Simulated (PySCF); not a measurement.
ScCl2, SMILES [Cl][Sc+][Cl], charge +1. Coordinates come from a PBE-D3(BJ)/def2-TZVP optimisation. The spin state was assumed, not searched. The isomer is the one that the SMILES or the coordinates give; other isomers of the formula were not compared.

Computed with PySCF 2.14.0 with PBE-D3(BJ)/def2-TZVP.

Harmonic wavenumbers (cm⁻¹): 111, 470, 517. Rotational constants (GHz): 12.24, 2.153, 1.831; symmetry number 2.

### Question
Work out the zero-point energy and the ideal-gas rigid-rotor harmonic-oscillator thermochemistry at 298.15 K and 1 atm.

### Answer
ZPE = ½ Σ hcν = ½ × 1098 cm⁻¹ = 1.57 kcal/mol. H − E(el) = 4.68 kcal/mol. Entropy in cal/(mol K): translation 40.16, rotation 24.92, vibration 4.61, total 69.69. G − E(el) = -16.10 kcal/mol. Cp = 12.42 cal/(mol K). Modes under 150 cm⁻¹ make the vibrational entropy uncertain.
